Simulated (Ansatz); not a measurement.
Born–Oppenheimer molecular dynamics of CH5AlCl2O (10 atoms, charge 0, multiplicity 1). It starts from a rough guess of a transition structure, not a stationary point.

These are results of UHF/STO-3G in Ansatz 0.2.0, not measurements.

| Property | Result |
| --- | --- |
| ensemble | NVE (velocity Verlet) |
| time step | 0.5 fs |
| steps asked | 150 |
| starting velocities drawn for | 300 K |
| seed | 11098 |

First frame:

```xyz
10
Properties=species:S:1:pos:R:3
Al -0.987 0.725 -0.215
C 1.191 0.017 -0.221
Cl -1.815 0.297 -2.015
Cl -1.242 2.364 0.940
H 0.129 -0.582 0.467
O -0.905 -1.018 1.088
H 1.485 0.969 -0.681
H 1.867 -0.090 0.627
H 1.435 -0.751 -0.955
H -1.157 -1.931 0.964
```

Question: How far do the bonds stretch over the last three quarters of this one trajectory? (Pairs bonded in most of those frames.)

Answer: 
| bond | mean (Å) | spread (Å) | shortest | longest |
| --- | --- | --- | --- | --- |
| Al1–C2 | 1.906 | 0.197 | 1.65 | 2.24 |
| Al1–Cl3 | 2.137 | 0.101 | 1.97 | 2.28 |
| Al1–Cl4 | 2.114 | 0.071 | 2.01 | 2.23 |
| Al1–O6 | 2.052 | 0.174 | 1.74 | 2.27 |
| C2–H7 | 1.089 | 0.015 | 1.05 | 1.11 |
| C2–H8 | 1.094 | 0.011 | 1.07 | 1.12 |
| C2–H9 | 1.086 | 0.015 | 1.06 | 1.12 |
| H5–O6 | 1.005 | 0.066 | 0.88 | 1.14 |
| O6–H10 | 1.009 | 0.082 | 0.87 | 1.14 |

Mean temperature of the second half: 2540 K. The conserved energy stayed within 2.3 meV per atom of its start (net change 0.12 meV per atom), so the integration is sound. The kinetic energy rose, since the run started high on the potential surface and went downhill. A run of 0.075 ps of so small a system gives no equilibrium averages. The orbitals were unrestricted but ended closed-shell. Limits of this set-up: minimal basis.

Time of the run: 2.2 min on 1 thread of Arm Neoverse V2, on a shared host, peak memory 0.11 GiB.
